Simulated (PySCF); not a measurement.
Structure with atom numbers: `[CH3:1][CH2:2][CH2:3][O:4][C:5]([CH3:6])=[O:7]`. Each H is labelled by its parent atom.

GIAO PBE0/pcSseg-1 shifts (PySCF 2.14.0 with density-fitted response routines, gas phase, non-relativistic, equivalent atoms averaged), each against references optimised in the same way as the molecule (TMS, H2O).

On the GFN2-xTB geometry: C5 176.3, C3 69.2, C2 26.0, C6 23.4, C1 11.2, O7 441.3, O4 217.6, H(C3) 4.14, H(C6) 2.07, H(C2) 1.70, H(C1) 0.91 ppm.

What changes on the PBE0-D3(BJ)/def2-SVP geometry?

Answers


```json
{"atoms": "C5", "δ (ppm)": "173.7", "change": "-2.6"}
{"atoms": "C3", "δ (ppm)": "67.7", "change": "-1.5"}
{"atoms": "C2", "δ (ppm)": "24.4", "change": "-1.6"}
{"atoms": "C6", "δ (ppm)": "21.8", "change": "-1.6"}
{"atoms": "C1", "δ (ppm)": "11.0", "change": "-0.2"}
{"atoms": "O7", "δ (ppm)": "457.6", "change": "+16.3"}
{"atoms": "O4", "δ (ppm)": "215.1", "change": "-2.5"}
{"atoms": "H(C3)", "δ (ppm)": "3.63", "change": "-0.51"}
{"atoms": "H(C6)", "δ (ppm)": "1.96", "change": "-0.11"}
{"atoms": "H(C2)", "δ (ppm)": "1.57", "change": "-0.13"}
{"atoms": "H(C1)", "δ (ppm)": "0.95", "change": "+0.04"}
```

Bonds between heavy atoms that differ most (equivalent bonds averaged): C2–C3 1.527 → 1.511 Å, C5–C6 1.507 → 1.501 Å, C3–O4 1.428 → 1.423 Å, C1–C2 1.523 → 1.520 Å. Mean change of bonds to hydrogen: C–H +0.012 Å. The two structures also differ in conformation, which adds to the changes.
